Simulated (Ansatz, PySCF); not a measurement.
Gas-phase reaction R1 → P1 + P2, each structure at its B3LYP-D3(BJ)/def2-TZVP stationary point, reached from a drawn start (curvature not checked).
P1, O2 (SMILES O=O) (charge 0, multiplicity 3):
| atom | x (Å) | y (Å) | z (Å) |
|---|---|---|---|
| O | 0.0000 | 0.0000 | 0.6022 |
| O | 0.0000 | 0.0000 | -0.6022 |
P2: OH (SMILES [OH]), charge 0, multiplicity 2.
R1: HO3 (SMILES [O]OO), charge 0, multiplicity 2.

P less R. No zero-point or thermal terms; open shells are unrestricted; no spin–orbit coupling.

Frozen-core correlation throughout.

Programs: Ansatz (Gaussian basis) for Hartree–Fock, density functionals and correlated methods; PySCF for M06-2X and the D3/D4 terms. No computed number here is a measurement.

| level | reaction energy (kcal/mol) |
|---|---|
| HF/cc-pVDZ | -42.82 |
| revPBE/def2-TZVPP | 11.44 |
| M06-2X/def2-TZVPP | 0.23 |
| B2PLYP/def2-TZVPP | 0.53 |
| B2PLYP-D3(BJ)/def2-TZVPP | 0.83 |
| MP2/cc-pVTZ | -12.58 |
| SCS-MP2/cc-pVDZ | -15.54 |
| CCSD/cc-pVTZ | -4.55 |
| CCSD(T)/cc-pVTZ | (withheld) |

**Question.** What belongs in the gaps?

**Answer.** 
- CCSD(T)/cc-pVTZ, reaction energy (kcal/mol): 1.49

Doubts at one or more of the structures used: a spin-contaminated determinant (HF/cc-pVDZ, MP2/cc-pVTZ, SCS-MP2/cc-pVDZ, CCSD/cc-pVTZ, CCSD(T)/cc-pVTZ).

Ansatz is an electronic-structure program.
